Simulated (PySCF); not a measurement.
Job file and geometry (Å, from GFN2-xTB) of an NMR shielding run on `Bc1cc(=O)c(C)cs1`, C$_{6}$H$_{7}$BOS, PySCF 2.14.0, density-fitted response routines, GIAO PBE0/pcSseg-1 NMR shielding, non-relativistic, gas phase; density fitting, a coarse starting grid and PySCF grid level 2 are the driver's defaults:

```
$ OMP_NUM_THREADS=1 python probes_run.py task.json out

{"job": {"kind": "nmr", "xc": "PBE0", "basis": "pcSseg-1"}, "charge": 0, "multiplicity": 1}
B     -3.286607     0.154649    -0.494488
C     -1.752017     0.165106    -0.308543
C     -1.069428    -0.831913     0.309037
C      0.363344    -0.942012     0.547769
O      0.832189    -1.915971     1.126863
C      1.218390     0.151770     0.071292
C      2.680577    -0.008144     0.339181
C      0.739372     1.234469    -0.565481
S     -0.909806     1.559438    -0.946484
H     -3.900450    -0.748174    -0.085561
H     -3.807876     1.045832    -1.038262
H     -1.639558    -1.671870     0.685758
H      3.031928    -0.930375    -0.121819
H      2.841292    -0.110039     1.411705
H      3.253108     0.833742    -0.040180
H      1.397942     2.022438    -0.902196
```

Task: What does the program print?

Result: 
```
coarse grid: 14656 points
cycle   1  E = -730.2699208357  dE =  1.527e+00  |g| = 8.406e-01  |ddm| = 4.042e+00
cycle   2  E = -727.4937802398  dE =  2.776e+00  |g| = 2.755e+00  |ddm| = 3.518e+00
cycle   3  E = -730.3389102430  dE = -2.845e+00  |g| = 5.243e-01  |ddm| = 3.285e+00
cycle   4  E = -730.4150409805  dE = -7.613e-02  |g| = 2.191e-01  |ddm| = 7.267e-01
cycle   5  E = -730.4219309089  dE = -6.890e-03  |g| = 1.303e-01  |ddm| = 2.932e-01
cycle   6  E = -730.4262040647  dE = -4.273e-03  |g| = 3.991e-02  |ddm| = 1.568e-01
cycle   7  E = -730.4266224389  dE = -4.184e-04  |g| = 1.150e-02  |ddm| = 5.618e-02
cycle   8  E = -730.4266515693  dE = -2.913e-05  |g| = 5.373e-03  |ddm| = 1.690e-02
cycle   9  E = -730.4266591256  dE = -7.556e-06  |g| = 1.657e-03  |ddm| = 7.922e-03
final grid: 139016 points
cycle  10  E = -730.4928379676  dE = -2.055e-05  |g| = 1.411e-02  |ddm| = 4.171e-02
cycle  11  E = -730.4927231042  dE =  1.149e-04  |g| = 2.788e-02  |ddm| = 4.562e-02
cycle  12  E = -730.4928778917  dE = -1.548e-04  |g| = 3.262e-03  |ddm| = 3.409e-02
cycle  13  E = -730.4928802885  dE = -2.397e-06  |g| = 6.694e-04  |ddm| = 4.302e-03
cycle  14  E = -730.4928804081  dE = -1.196e-07  |g| = 2.673e-04  |ddm| = 1.097e-03
cycle  15  E = -730.4928804274  dE = -1.930e-08  |g| = 7.670e-05  |ddm| = 3.468e-04
cycle  16  E = -730.4928804287  dE = -1.255e-09  |g| = 2.327e-05  |ddm| = 8.031e-05
cycle  17  E = -730.4928804288  dE = -1.273e-10  |g| = 7.439e-06  |ddm| = 3.051e-05
converged SCF energy = -730.4928804288

GIAO shielding tensors (ppm)
atom      isotropic    diamagn.    paramagn.     s11        s22        s33       span
  0 B       24.937     189.761    -164.825    -30.882    -14.697    120.389    151.270
  1 C       28.061     261.590    -233.529    -66.761     -7.174    158.120    224.881
  2 C       30.288     255.612    -225.324    -60.351     18.149    133.066    193.417
  3 C        4.845     244.049    -239.204    -84.170    -15.781    114.486    198.657
  4 O     -269.549     399.499    -669.048   -856.813   -318.499    366.666   1223.480
  5 C       37.637     263.350    -225.713    -52.425      0.621    164.716    217.141
  6 C      163.282     242.896     -79.614    154.253    154.692    180.901     26.648
  7 C       43.612     261.618    -218.006    -66.220     58.406    138.651    204.871
  8 S      339.843    1057.757    -717.914    114.622    351.489    553.418    438.796
  9 H       24.389      28.723      -4.334     19.112     26.592     27.463      8.351
 10 H       24.497      29.081      -4.584     18.356     26.322     28.811     10.455
 11 H       24.035      32.793      -8.757     21.540     22.442     28.123      6.583
 12 H       29.176      27.697       1.479     25.307     27.148     35.072      9.765
 13 H       29.176      27.691       1.485     25.308     27.139     35.080      9.772
 14 H       29.930      28.635       1.296     25.468     29.667     34.655      9.187
 15 H       23.946      32.249      -8.302     19.962     22.958     28.919      8.957
```

Size and cost of the density-fitted run: 195 basis functions, 37 s wall time on 1 thread of an Arm Neoverse V2, shared host; peak memory 0.85 GiB.
